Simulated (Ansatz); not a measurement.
```yaml
atoms:
  - { symbol: Cu, position_ang: [0.0000, 0.0000, -1.0269] }
  - { symbol: Cu, position_ang: [0.0000, 0.0000, 1.0269] }
```

Basis set: def2-TZVP (spherical functions). Frozen core: 10 orbitals. Charge 0, multiplicity 1.

Computed with Ansatz (development build ahead of 0.2.0); each method stands on the lowest determinant of its kind that the runs found. Restricted open shells among the atoms or ions are ROHF, correlated in semicanonical orbitals with singles.

The atomization energy at this shape (free ground-state atoms in the same class of orbitals less the molecule, no zero-point energy) of singlet Cu₂:

```csv
method,atomization energy
RHF-MP2,1.46 eV
```

Problem. What does RHF give?

Solution. -0.03 eV. Caution: the shape is not the minimum.
